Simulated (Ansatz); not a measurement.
Total energies of SnPt₂⁺ from Ansatz at PBE-D4/def2-TZVP, gas phase (1 Eh = 27.2114 eV = 2625.5 kJ/mol). The reference geometry is relaxed at r2SCAN-D4/def2-TZVP.

```xyz
3

Pt   -0.0791    1.3100    0.5312
Pt    0.4219   -0.0801   -1.3492
Sn   -0.3428   -1.2300    0.8179
```

```
           state                        geometry  energy (Eh)
charge 1 doublet                       reference   -452.89846
charge 0 singlet                       reference   -453.17231
charge 1 quartet  relaxed at r2SCAN-D4/def2-TZVP   -452.85766
```

In the def2 sets Pt, Sn take a core potential; there is no spin–orbit coupling.

Problem. Work out the vertical electron affinity, to the singlet.

Solution. E(charge 1 doublet) − E(charge 0 singlet) = -452.89846 − (-453.17231) = 0.27385 Eh = 7.45 eV.

Problem. Which of the charge 1 states is lowest, and how far above it are the others?

Solution. The doublet. quartet: -452.85766 − (-452.89846) = 0.04080 Eh = 107.1 kJ/mol.

The structure comes from a short search, and lower isomers may exist.
